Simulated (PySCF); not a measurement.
C2H6OSeSi.
Atom-mapped SMILES: `[CH3:1][C:2](=[O:3])[SiH2:4][SeH:5]` (hydrogens: H6, H7, H8 on C1; H9, H10 on Si4; H11 on Se5)

Theory: PBE0-D3(BJ)/def2-SVP geometry optimisation, gas phase in PySCF.

Q: What internal coordinates does the optimisation give?

A: 
```tsv
bond	length (Å)	order
C1–C2	1.503	single
C2=O3	1.210	double
C2–Si4	1.959	single
Si4–Se5	2.262	single
C1–H6, C1–H7, C1–H8	1.101	single
Si4–H9, Si4–H10	1.495	single
Se5–H11	1.484	single
```

Bonds in one row agree within 0.01 Å and their mean is given. Orders are formal, as drawn. A selection of angles:
```tsv
angle	degrees
C2–C1–H6	109.7
H6–C1–H7	106.8
H6–C1–H8	110.0
C1–C2–O3	122.0
C1–C2–Si4	118.1
O3–C2–Si4	119.9
C2–Si4–Se5	103.9
C2–Si4–H9	108.6
Se5–Si4–H9	113.9
H9–Si4–H10	107.3
Si4–Se5–H11	85.3
```

Dihedral angles: C1–C2–Si4–Se5 -179° (antiperiplanar); H11–Se5–Si4–C2 -1° (synperiplanar).

Of the pairs four or more bonds apart, O3···H11 is among the closest relative to their van der Waals radii: 2.15 Å, 79 % of the sum of Bondi's values. Se5 (selenium bonded to Si and H) is bent (angle 85.3°). The 5 heavy atoms lie in one plane (0.005 Å rms). Si4 (SiH2 silicon) is distorted tetrahedral (angles from 103.9° to 114.2°).

Point group: Cs (tolerance 0.08 Å). PBE0-D3(BJ)/def2-SVP frequencies: not computed here. The numbers are those of one conformer (C1–C2–Si4–Se5 -179°, C2–Si4–Se5–H -1°).

Hardware: one thread, Arm Neoverse N1 (aarch64), no GPU, on a shared host. Cost: 66 s wall, 0.50 GiB resident at most. This is the geometry optimisation.
